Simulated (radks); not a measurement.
The numbers below are computed, except where a source is named.
Valence configurations of Tb III (all share [Xe]). Code: a radial shooting solver on a logarithmic mesh with Libxc functionals. Model: scalar-relativistic Kohn-Sham, BLYP, spin-polarised, spherical densities, point nucleus; open shells are filled with parallel spins first (spin-orbit coupling, left out, can overturn this in heavy ions). Energies are relative to 4f9; eigenvalues in eV for spin up.

| valence | E (eV) | moment (Bohr magnetons) | e(4f) | e(5d) | e(6p) | e(6s) |
|---|---|---|---|---|---|---|
| 4f9 | 0.000 | 5 | -18.071 | - | - | - |
| 4f7 6p2 | 22.345 | 9 | -39.756 | - | -14.678 | - |
| 4f8.5 6s0.5 | 0.579 | 6 | -22.328 | - | - | -15.797 |
| 4f7 6s2 | 12.595 | 7 | -37.527 | - | - | -18.428 |
| 4f7 5d2 | 8.576 | 9 | -31.639 | -17.359 | - | - |
| 4f8 6p1 | 7.349 | 7 | -28.227 | - | -12.750 | - |
| 4f7 6s1 6p1 | 16.969 | 9 | -38.599 | - | -14.138 | -19.507 |
| 4f8 6s1 | 2.580 | 7 | -27.012 | - | - | -16.872 |
| 4f8 5d1 | 2.354 | 7 | -24.412 | -15.633 | - | - |
| 4f7 5d1 6s1 | 9.794 | 9 | -34.473 | -19.196 | - | -17.686 |

NIST lists [Xe] 4f9 as the ground configuration; this level of theory agrees among the configurations tried. The energies are those of spherical high-spin densities, not of single terms.
